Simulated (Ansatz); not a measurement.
Basis-set extrapolation for `F[C](F)OC(F)F` radical (PBE0-D4/def2-TZVP geometry, frozen core, Ansatz 0.2.0). Multiplicity 2, UHF reference.

```csv
,def2-TZVPP,def2-QZVPP
HF,-549.130201,-549.154004
MP2 correlation,-1.505321,-1.640896
CCSD(T) correlation,-1.566824,not run
```

Energies in hartree. Use E(X) = E(∞) + A·exp(−7.88·√X) for Hartree–Fock and E(X) = E(∞) + B·X^(−2.97) for correlation, with X = 3 and 4, and add CCSD(T) minus MP2 of the smaller set to the MP2 limit.

**Question.** What is the CCSD(T) energy at the basis-set limit?

**Answer.** HF limit: -549.154004 + (-0.023803) × 0.13774 = -549.15728. MP2 limit: -1.640896 + (-0.135575) × 0.74074 = -1.74132. Higher-order term: -1.566824 − (-1.505321) = -0.06150. Total: -550.96010 hartree, 7.16 eV below CCSD(T)/def2-TZVPP.
